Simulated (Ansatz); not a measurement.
CH₄AlFS (`FC[S][AlH2]`), 8 atoms. The species carries charge 0 and has multiplicity 1. All runs use 2 threads of an AMD EPYC 9R45 on a shared host. Correlated methods freeze the cores.

(1) How many basis functions does each run have, and how long does it take in Ansatz? RHF-CCSD(T)/def2-SVP energy; RHF-MP2/def2-QZVPP energy; RKS PBE0-D4/def2-SVP energy; RKS ωB97M-V/def2-SVP energy; RKS revPBE-D4/def2-TZVPP energy; RKS PBE0-D4/def2-TZVP frequencies; RHF-CCSD(T)/def2-TZVPP energy; RKS HSE06 (plane-wave form)-D4/def2-TZVPP energy; RKS SPW92 (LDA)/def2-TZVPP energy; RKS PBE0-D4/def2-TZVP relaxation (9 steps); direct RPA on PBE orbitals/def2-TZVPP energy; RKS CAM-B3LYP-D4/def2-TZVPP energy. (An estimate is asked.)

## Answers

(1) The calculation gave: Other jobs shared the machine, so times are rough.

```
                                    level                   job  functions  wall time  peak host memory (GiB)
                     RKS PBE0-D4/def2-SVP                energy         84      0.6 s                    0.16
               RKS SPW92 (LDA)/def2-TZVPP                energy        202      0.6 s                    0.24
                 RKS revPBE-D4/def2-TZVPP                energy        202     0.95 s                    0.25
                     RHF-CCSD(T)/def2-SVP                energy         84      1.1 s                    0.25
              RKS CAM-B3LYP-D4/def2-TZVPP                energy        202      1.4 s                    0.48
RKS HSE06 (plane-wave form)-D4/def2-TZVPP                energy        202      1.4 s                    0.46
    direct RPA on PBE orbitals/def2-TZVPP                energy        202      1.8 s                    0.39
                     RKS ωB97M-V/def2-SVP                energy         84      2.1 s                    0.25
                       RHF-MP2/def2-QZVPP                energy        374        7 s                     1.7
                    RKS PBE0-D4/def2-TZVP  relaxation (9 steps)        160       13 s                    0.36
                   RHF-CCSD(T)/def2-TZVPP                energy        202       21 s                     2.4
                    RKS PBE0-D4/def2-TZVP           frequencies        160       44 s                    0.37
```
